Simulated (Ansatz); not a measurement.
Two members of one family ((BeSe)n), computed with Ansatz in the gas phase. The two geometries come from different levels. Binding counts from free atoms in the multiplicity of their measured ground term, without zero-point energy. The structures are stationary points that may keep the symmetry of their start.

First: (BeSe)2 ring (singlet, charge 0, PBE0-D4/def2-TZVP geometry).

```xyz
4

Be    0.911   -0.227   -0.354
Se   -0.688   -1.418   -0.860
Be   -0.911    0.227    0.354
Se    0.688    1.418    0.860
```

```
              level  HOMO (eV)  LUMO (eV)  gap (eV)  binding per atom (eV)
    PBE-D4/def2-SVP      -5.52      -3.65      1.87                   2.99
   PBE-D4/def2-TZVP      -5.60      -3.60      1.99                   3.00
r2SCAN-D4/def2-TZVP      -5.83      -3.25      2.58                   3.01
     B3LYP-D4/6-31G      -6.34      -3.13      3.21                   2.70
   PBE0-D4/def2-SVP      -6.55      -2.94      3.61                   2.92
```

Second: (BeSe)6 prism (singlet, charge 0, r2SCAN-D4/def2-SVP geometry).

```xyz
12

Be   -1.926   -0.316    0.298
Se   -1.353   -2.241   -0.534
Be    0.764   -1.790   -0.332
Se    2.005   -1.155    1.335
Be    0.708    0.536    1.766
Se   -1.425    0.724    2.139
Be   -0.764    1.790    0.332
Se   -2.005    1.155   -1.335
Be   -0.708   -0.536   -1.766
Se    1.425   -0.724   -2.139
Be    1.926    0.316   -0.298
Se    1.353    2.241    0.534
```

**Question.** What does the change do? Estimate second minus first.

**Answer.** 
```
              level  Δ HOMO (eV)  Δ LUMO (eV)  Δ gap (eV)  Δ binding per atom (eV)
    PBE-D4/def2-SVP        -0.74        -0.01        0.73                     0.73
   PBE-D4/def2-TZVP        -0.63         0.03        0.65                     0.69
r2SCAN-D4/def2-TZVP        -0.66        -0.08        0.58                     0.67
     B3LYP-D4/6-31G        -0.79         0.09        0.89                     0.68
   PBE0-D4/def2-SVP        -0.79        -0.11        0.68                     0.75
```
